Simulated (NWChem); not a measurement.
Species: SeIBr; SMILES Br[Se]I

```xyz
3

Se     1.0462     0.4494     0.0000
Br    -0.5849     2.1022     0.0000
I     -0.2846    -1.6899     0.0000
```
Atoms are numbered in this order, from 1.

Level: PBE0/def2-SVP with def2 effective core potentials on I (NWChem), optimised geometry, unscaled harmonic frequencies. This build's default masses of Se (78.918 u) and Br (79.917 u) are each other's, which moves their modes by up to 0.6 %. def2 effective core potentials on I; no spin-orbit coupling.

```csv
frequency (cm⁻¹),IR intensity (km/mol)
89,0.1
248,8.0
296,16.5
```

* **zero-point energy**: 0.9 kcal/mol
* **thermal correction to the enthalpy at 298.15 K (with zero-point energy)**: 4.3 kcal/mol
* **heat capacity Cv**: 11.4 cal/(mol K)
* **entropy at 298.15 K and 1 atm (symmetry number 1)**: 79.3 cal/(mol K)

Rigid rotor and harmonic oscillator; modes under 100 cm⁻¹ make the entropy uncertain.
